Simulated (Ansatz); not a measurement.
CH4BFOS (`FBOCS`). The species carries charge 0 and has multiplicity 1.

Z-matrix (Å, degrees):
```
C
S 1 1.802
O 1 1.407 2 113.7
H 1 1.093 2 105.1 3 -122.2
H 1 1.088 2 110.0 3 120.5
H 2 1.343 1 96.3 3 -68.5
B 3 1.347 1 120.8 2 -90.2
F 7 1.321 3 117.3 1 177.6
H 7 1.197 3 122.9 1 -3.5
```

Task: What are the harmonic wavenumbers in cm⁻¹ at PBE0-D4/def2-TZVP (Ansatz, finite differences of forces, unscaled)? (An estimate is asked.)

Result: Computed: 60, 135, 239, 306, 369, 537, 721, 808, 920, 1008, 1077, 1101, 1209, 1312, 1341, 1447, 1491, 2636, 2711, 3075, 3152.

Task: Is this a minimum?

Result: Yes, all 21 modes are real.

Task: Give the ideal-gas thermochemistry at 298.15 K and 1 bar (rigid rotor, harmonic oscillator; point group C1, symmetry number 1).

Result: Zero-point energy 153.4 kJ/mol; H(298) − E = 172.0 kJ/mol; entropy 331.8 J/(mol·K), of which translation 165.5, rotation 111.4, vibration 54.9; G(298) − E = 73.1 kJ/mol. Modes under 100 cm⁻¹ are hindered rotations or soft bends, so the harmonic entropy is rough.
